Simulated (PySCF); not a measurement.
Computed shifts of a molecule C2H7BO3, PBE/pcSseg-1 (PySCF), GIAO, gas phase, equivalent atoms averaged, in ppm (number of nuclei): ¹³C: 62.6 (1), 24.9 (1). ¹H: 6.34 (1), 3.98 (1), 3.84 (1), 1.50 (3), 0.14 (1). References: ¹³C against TMS (σ = 182.0 ppm); ¹⁷O against H2O (σ = 334.3 ppm); ¹¹B against BF3 (σ = 83.9 ppm); ¹H against TMS (σ = 31.49 ppm), references at their B3LYP-D3(BJ)/def2-TZVP geometries, non-relativistic. Coordinates come from a PBE0-D3(BJ)/def2-SVP optimisation. Other conformers were not sampled.

Q: Pick the molecule that these values belong to.
(A) COB(O)OC
(B) C[C@H](O)B(O)O
(C) OCB(O)CO
(D) COB(O)CO

A: B, C[C@H](O)B(O)O
